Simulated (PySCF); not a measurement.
Harmonic spectrum computed at PBE0 in the def2-TZVP basis family (core potentials from Rb on, PySCF, no spin–orbit coupling):

```tsv
symmetry	ω (cm⁻¹)	IR (km/mol, summed over degenerate members)
πu	66	1.8
σg+	227	0.0
σu+	317	16.5
```

Question: Which molecule gave it? In each, all ligands are bound to the one heavy central atom.
A. BiBr₂⁺ (singlet)
B. GaBr₂⁺ (singlet)
C. TlBr₂⁺ (singlet)
D. AlBr₂⁺ (singlet)
E. InBr₂⁺ (singlet)

Answer: C. It has D∞h symmetry with Tl–Br 2.387 Å (×2).
